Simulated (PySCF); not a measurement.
Isomers of C6H12F2OSi.

All values: PBE0/pcSseg-1 (PySCF) at GFN2-xTB geometries, gas phase, one conformer each.

Question: Rank by the highest IAO charge on any atom, lowest value first.
A. `[CH3:1][C@@H:2]([SiH3:3])[C@@:4]([CH3:5])([CH:6]=[O:7])[CH:8]([F:9])[F:10]` with C1–C2–C4–C5 -57°, C2–C4–C6–O7 65°, C2–C4–C8–F9 -173°
B. `[CH3:1][CH2:2][C@@H:3]1[CH2:4][C@@:5]1([SiH3:6])[O:7][CH:8]([F:9])[F:10]` with C1–C2–C3–C4 157°, C4–C5–O7–C8 141°, C5–O7–C8–F9 -158°
C. `[CH3:1][CH:2]([CH3:3])[O:4][Si@H:5]([F:6])[CH2:7]/[CH:8]=[CH:9]/[F:10]` with C1–C2–O4–Si5 111°, C2–O4–Si5–F6 -58°, O4–Si5–C7–C8 -67°, Si5–C7–C8–C9 -115°
D. `[CH3:1][CH:2]([CH3:3])[O:4][C@@H:5]([SiH3:6])/[C:7]([F:8])=[CH:9]/[F:10]` with C1–C2–O4–C5 -168°, C2–O4–C5–Si6 145°, O4–C5–C7–F8 162°

Answer: A (+0.586 e), B (+0.608 e), D (+0.625 e), C (+1.398 e).

Question: Rank by HOMO energy, highest first.
A. `[CH3:1][CH2:2][C@@H:3]1[CH2:4][C@@:5]1([SiH3:6])[O:7][CH:8]([F:9])[F:10]` with C1–C2–C3–C4 157°, C4–C5–O7–C8 141°, C5–O7–C8–F9 -158°
B. `[CH3:1][CH:2]([CH3:3])[O:4][Si@H:5]([F:6])[CH2:7]/[CH:8]=[CH:9]/[F:10]` with C1–C2–O4–Si5 111°, C2–O4–Si5–F6 -58°, O4–Si5–C7–C8 -67°, Si5–C7–C8–C9 -115°
C. `[CH3:1][C@@H:2]([SiH3:3])[C@@:4]([CH3:5])([CH:6]=[O:7])[CH:8]([F:9])[F:10]` with C1–C2–C4–C5 -57°, C2–C4–C6–O7 65°, C2–C4–C8–F9 -173°
D. `[CH3:1][CH:2]([CH3:3])[O:4][C@@H:5]([SiH3:6])/[C:7]([F:8])=[CH:9]/[F:10]` with C1–C2–O4–C5 -168°, C2–O4–C5–Si6 145°, O4–C5–C7–F8 162°

Answer: D (-6.94 eV), B (-7.09 eV), C (-7.68 eV), A (-7.94 eV).

Question: Rank by LUMO energy, lowest first.
A. `[CH3:1][CH2:2][C@@H:3]1[CH2:4][C@@:5]1([SiH3:6])[O:7][CH:8]([F:9])[F:10]` with C1–C2–C3–C4 157°, C4–C5–O7–C8 141°, C5–O7–C8–F9 -158°
B. `[CH3:1][CH:2]([CH3:3])[O:4][C@@H:5]([SiH3:6])/[C:7]([F:8])=[CH:9]/[F:10]` with C1–C2–O4–C5 -168°, C2–O4–C5–Si6 145°, O4–C5–C7–F8 162°
C. `[CH3:1][C@@H:2]([SiH3:3])[C@@:4]([CH3:5])([CH:6]=[O:7])[CH:8]([F:9])[F:10]` with C1–C2–C4–C5 -57°, C2–C4–C6–O7 65°, C2–C4–C8–F9 -173°
D. `[CH3:1][CH:2]([CH3:3])[O:4][Si@H:5]([F:6])[CH2:7]/[CH:8]=[CH:9]/[F:10]` with C1–C2–O4–Si5 111°, C2–O4–Si5–F6 -58°, O4–Si5–C7–C8 -67°, Si5–C7–C8–C9 -115°

Answer: C (-1.27 eV), B (0.17 eV), D (0.32 eV), A (0.67 eV).

All values together:

```csv
SMILES,μ (D),HOMO (eV),LUMO (eV),lowest IAO charge (e),highest IAO charge (e),lowest Hirshfeld charge (e),highest Hirshfeld charge (e)
CC[C@@H]1C[C@@]1([SiH3])OC(F)F,3.51,-7.94,0.67,-0.417 (C),+0.608 (C),-0.129 (O),+0.299 (Si)
CC(C)O[C@@H]([SiH3])/C(F)=C/F,2.81,-6.94,0.17,-0.435 (C),+0.625 (Si),-0.130 (C),+0.308 (Si)
C[C@@H]([SiH3])[C@@](C)(C=O)C(F)F,2.46,-7.68,-1.27,-0.430 (C),+0.586 (Si),-0.204 (O),+0.293 (Si)
CC(C)O[Si@H](F)C/C=C/F,1.53,-7.09,0.32,-0.651 (O),+1.398 (Si),-0.218 (F),+0.482 (Si)
```

Conformers: `[CH3:1][CH2:2][C@@H:3]1[CH2:4][C@@:5]1([SiH3:6])[O:7][CH:8]([F:9])[F:10]` with C1–C2–C3–C4 157°, C4–C5–O7–C8 141°, C5–O7–C8–F9 -158°; `[CH3:1][CH:2]([CH3:3])[O:4][C@@H:5]([SiH3:6])/[C:7]([F:8])=[CH:9]/[F:10]` with C1–C2–O4–C5 -168°, C2–O4–C5–Si6 145°, O4–C5–C7–F8 162°; `[CH3:1][C@@H:2]([SiH3:3])[C@@:4]([CH3:5])([CH:6]=[O:7])[CH:8]([F:9])[F:10]` with C1–C2–C4–C5 -57°, C2–C4–C6–O7 65°, C2–C4–C8–F9 -173°; `[CH3:1][CH:2]([CH3:3])[O:4][Si@H:5]([F:6])[CH2:7]/[CH:8]=[CH:9]/[F:10]` with C1–C2–O4–Si5 111°, C2–O4–Si5–F6 -58°, O4–Si5–C7–C8 -67°, Si5–C7–C8–C9 -115°.
